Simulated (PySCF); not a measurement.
# Simulated absorption spectrum

Species: C7H7P.
Cartesian coordinates in Å at the GFN2-xTB level; atoms count from 1:
```xyz
15
C7H7P angstrom
C      3.5049   -0.0901   -0.4819
C      2.3416    0.0825   -0.7333
P      0.6804    0.3910   -1.2609
C     -0.0566   -1.1800   -0.7133
C     -1.2004   -1.2172   -0.0447
C     -1.9514    0.0113    0.3813
C     -1.0257    1.1258    0.7762
C      0.1333    1.3611    0.1780
H      4.5106   -0.2541   -0.2233
H      0.4632   -2.0823   -1.0059
H     -1.6382   -2.1637    0.2442
H     -2.5847    0.3499   -0.4481
H     -2.6158   -0.2313    1.2132
H     -1.3473    1.7345    1.6110
H      0.7814    2.1707    0.4856
```

Method: TDDFT PBE0/def2-SVPD, vertical, gas phase, core orbitals frozen in the response in PySCF 2.14.0, density-fitted response routines.

Computed states:

| state | E (eV) | f |
| --- | --- | --- |
| S1 | 5.16 | 0.0026 |
| S2 | 5.32 | 0.029 |
| S3 | 5.57 | 0.102 |
| S4 | 5.86 | 0.023 |
| S5 | 6.24 | 0.0003 |
| S6 | 6.24 | 0.0008 |
| S7 | 6.38 | 0.0044 |
| S8 | 6.49 | 0.026 |

Each state is given a Gaussian of 0.3 eV full width at half maximum, with ε(max) = 2.175×10⁸ f / Δν̃ (Δν̃ the width in cm⁻¹). The width is an assumption, not a result. The curve ends short of the highest state used, and states not computed would add to its high-energy end.

Task: What does the envelope look like, and where are its maxima?

Result: 
```csv
E (eV),ε (L mol⁻¹ cm⁻¹)
4.71,0
4.74,1
4.77,2
4.79,4
4.82,8
4.85,15
4.88,27
4.90,40
4.93,69
4.96,116
4.98,159
5.01,251
5.04,382
5.07,564
5.09,717
5.12,998
5.15,1341
5.18,1739
5.20,2030
5.23,2495
5.26,2985
5.29,3502
5.31,3868
5.34,4468
5.37,5155
5.39,5672
5.42,6531
5.45,7450
5.48,8342
5.50,8864
5.53,9442
5.56,9678
5.59,9514
5.61,9186
5.64,8420
5.67,7434
5.70,6371
5.72,5685
5.75,4762
5.78,4007
5.81,3422
5.83,3110
5.86,2718
5.89,2376
```

Maxima: 223 nm (5.56 eV), ε about 9700, made up of S3 (94%) (ε in L mol⁻¹ cm⁻¹; maxima over ε = 5, shares over 10%).

Task: On this curve, what absorbance would a 10⁻⁵ mol/L sample give at 222 nm over a 1 cm path?

Result: 222 nm is 5.585 eV, where ε is about 9600 L mol⁻¹ cm⁻¹, so A = ε c l ≈ 0.096 (Beer–Lambert, with the gas-phase spectrum and the assumed width).

Task: Coming from long wavelengths, where does ε first pass 100 L mol⁻¹ cm⁻¹?

Result: At about 250 nm (4.95 eV), 0.21 eV below S1.

Task: What would ε be at 5.56 eV, the highest of these maxima, with half the width (0.15 eV)?

Result: About 18000 L mol⁻¹ cm⁻¹ against 9680, a factor of about 1.9; a lone state at its own centre would give exactly 2.

Cost: about 90 s of CPU time on one thread; the machine was shared, so the figure is rough.

One conformer stands for the species.
